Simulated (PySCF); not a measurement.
How methods differ on the ionisation energy of Sr²⁵⁺

Sr²⁵⁺ [Ne] 3s2 3p1 (2P) → Sr²⁶⁺ [Ne] 3s2 (1S), as a difference of total energies. Computed with PySCF 2.14 in an uncontracted even-tempered set (18 s from 2.7 bohr⁻², ratio 2.5; 12 p from 3.5 bohr⁻², ratio 2.5; 5 d from 15 bohr⁻², ratio 2.7; 4 f from 23 bohr⁻², ratio 2.7), with scalar relativity by spin-free X2C-1e. Correlated levels: outer shells: 1s2 frozen; virtual orbitals above 40 to 60 times the deepest correlated orbital energy dropped. The calculations carry no spin-orbit coupling.

```csv
method,ionisation energy (eV)
UHF,1209.6
MP2 (outer shells),1210.1
SCS-MP2 (outer shells),1210.0
CCSD (outer shells),1210.1
CCSD(T) (outer shells),1210.1
```

A first-order spin-orbit estimate (lowest level to lowest level, LS coupling) adds 10.121 eV.

Breit and QED terms and the two-electron picture change are absent.

For comparison: 1211 ± 6 eV (semi-empirical (NIST evaluation); NIST Atomic Spectra Database, ionization energies).
